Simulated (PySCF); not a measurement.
# Ca: ionisation energy

Ca [Ar] 4s2 (1S) → Ca⁺ [Ar] 4s1 (2S), as a difference of total energies. Calculation: PySCF 2.14, in 6-31G*; the non-relativistic Hamiltonian (point nucleus). Correlated levels: valence: [Ar] frozen. The calculations carry no spin-orbit coupling.

```csv
method,ionisation energy (eV),difference from reference (eV)
UHF,5.128,-0.985
PBE,6.111,-0.002
B3LYP,6.179,+0.066
MP2 (valence),5.600,-0.513
SCS-MP2 (valence),5.694,-0.419
CCSD (valence),5.849,-0.264
```

Reference: 6.113 eV (measured; NIST Atomic Spectra Database, ionization energies).

These non-relativistic numbers lack the scalar-relativistic shift.

Errors of the correlated levels include the incompleteness of this basis and the frozen core.

With two correlated electrons CCSD is exact in that space.
